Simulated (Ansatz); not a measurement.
Cu₆P. Total charge 0; doublet. Geometry PBE0-D4/def2-SVPD, that of the charge -1 singlet.

```xyz
7

P     0.728    2.028   -0.842
Cu   -2.344   -0.150    0.892
Cu   -1.060    0.680   -1.107
Cu    1.480   -0.047   -0.560
Cu    1.746   -2.302    0.319
Cu   -0.398   -1.316    0.249
Cu   -0.151    1.107    1.050
```

LC-ωPBE has ω = 0.4 bohr⁻¹. The structure comes from a short search, and lower isomers may exist.

Problem. Estimate the α-spin orbital energies around the gap (eV) in Ansatz with PBE-D4/def2-TZVPD, PBE0-D4/def2-TZVPD, LC-ωPBE/def2-TZVPD.

Solution. 
```
orbital  PBE-D4/def2-TZVPD  PBE0-D4/def2-TZVPD  LC-ωPBE/def2-TZVPD
 HOMO−5              -5.69               -7.34               -9.84
 HOMO−4              -5.63               -7.23               -9.68
 HOMO−3              -5.54               -6.50               -8.64
 HOMO−2              -5.01               -5.78               -7.82
 HOMO−1              -4.99               -5.72               -7.72
   HOMO              -4.92               -5.54               -7.48
   LUMO              -3.37               -2.57               -0.77
 LUMO+1              -3.18               -2.33               -0.55
 LUMO+2              -2.65               -1.85               -0.19
 LUMO+3              -2.02               -1.14                0.53
 LUMO+4              -1.62               -0.83                0.85
 LUMO+5              -1.52               -0.72                0.88
 β HOMO              -4.84               -5.41               -7.36
 β LUMO              -4.56               -3.63               -1.42
```
